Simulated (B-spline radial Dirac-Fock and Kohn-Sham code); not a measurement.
Calculated with a B-spline atomic structure program, using Dirac-Fock ΔSCF + Breit + QED. Free neutral atoms.

Problem. Order these X-ray lines by photon energy, lowest first.
A. W Kα1
B. Eu Kβ2''
C. Sm Kα2
D. W Kβ1
E. Os Kβ3
F. Tb Kβ1

Solution. C (39520.6 eV), B (48219.3 eV), F (50381.5 eV), A (59314.9 eV), D (67236.1 eV), E (71070.3 eV).
